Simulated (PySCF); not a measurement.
## HRuN + NH₃ → RuH₄ + N₂

Level: PBE0 in the def2-TZVP basis family, computed in PySCF with density fitting; scalar-relativistic core potentials for atoms from Rb on, none lighter, no spin–orbit coupling; open shells unrestricted.

```json
{"species": "HRuN", "state and structure": "singlet, Cs, Ru–H 1.632 Å, Ru–N 1.548 Å; H–Ru–N 105.7°", "ZPE (kJ/mol)": "22.0", "H(298 K) − H(0) (kJ/mol)": "10.6", "S° (J/(mol K))": "252.0"}
{"species": "NH₃", "state and structure": "singlet, C3v, N–H 1.013 Å (×3); H–N–H 107.1° (×3)", "ZPE (kJ/mol)": "90.6", "H(298 K) − H(0) (kJ/mol)": "10.0", "S° (J/(mol K))": "192.4"}
{"species": "RuH₄", "state and structure": "singlet, C4v, Ru–H 1.530 Å (×4); H–Ru–H 67.4° (×4), H–Ru–H 103.3° (×2)", "ZPE (kJ/mol)": "77.5", "H(298 K) − H(0) (kJ/mol)": "11.3", "S° (J/(mol K))": "233.0"}
{"species": "N₂", "state and structure": "singlet, D∞h, N–N 1.089 Å", "ZPE (kJ/mol)": "14.9", "H(298 K) − H(0) (kJ/mol)": "8.7", "S° (J/(mol K))": "191.4"}
```

(1) Is the gas-phase reaction uphill or downhill in electronic energy at this level, and by how much?

(2) Add zero-point, thermal and entropy terms for 298.15 K and 1 bar.

Results:

(1) At PBE0/def2-TZVP, ΔE = -87.9 kJ/mol, downhill. 

(2) ΔZPE = -20.2 and Δ[H(298) − H(0)] = -0.6 kJ/mol give ΔH° = -108.7 kJ/mol. ΔS° = -20.0 J/(mol K), so ΔG° = -108.7 − 298.15 × (-0.0200) = -103 kJ/mol and log₁₀K = 18.0.

The structures come from searches over a few start shapes, so lower isomers are not excluded.
